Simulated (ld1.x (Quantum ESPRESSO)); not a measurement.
**Reading a pseudo-wave (B (Z = 5))**

Columns: radius, all-electron u(r) and pseudo u(r) of the 2p shell (level -3.61 eV) of boron in the configuration [He] 2s2 2p1; PBE, scalar-relativistic, RRKJ scheme, ld1.x (Quantum ESPRESSO) 7.5.

```csv
r (bohr),all-electron,pseudo
0.090,0.0225,0.0104
0.180,0.0735,0.0406
0.270,0.1368,0.0883
0.360,0.2035,0.1494
0.450,0.2685,0.2192
0.540,0.3292,0.2921
0.630,0.3841,0.3631
0.720,0.4326,0.4277
0.810,0.4749,0.4830
0.900,0.5119,0.5277
0.990,0.5434,0.5617
1.080,0.5693,0.5862
1.170,0.5899,0.6032
1.260,0.6055,0.6144
1.350,0.6165,0.6216
1.440,0.6235,0.6258
1.530,0.6268,0.6275
1.620,0.6269,0.6271
1.710,0.6242,0.6242
1.800,0.6191,0.6191
1.890,0.6119,0.6119
1.980,0.6030,0.6030
2.070,0.5926,0.5926
2.160,0.5810,0.5810
2.250,0.5684,0.5684
2.340,0.5550,0.5550
```

Q: How many radial nodes do the two functions have?

A: The all-electron 2p function has n − l − 1 = 0; the pseudo-wave has 0.

Q: At about which radius was the pseudo-wave matched?

A: 1.80 bohr. The columns agree to 0.0005 from 1.62 bohr on; several derivatives are matched, so the curves merge somewhat inside the radius.

Q: Where does each function peak?

A: Outermost all-electron maximum near 1.62 bohr, pseudo maximum near 1.53 bohr (to the table’s step).

Q: Is the pseudo-wave norm-conserving?

A: Yes: the RRKJ scheme keeps the norm inside the radius equal to the all-electron one, which fixes the energy derivative of the logarithmic derivative at the level.
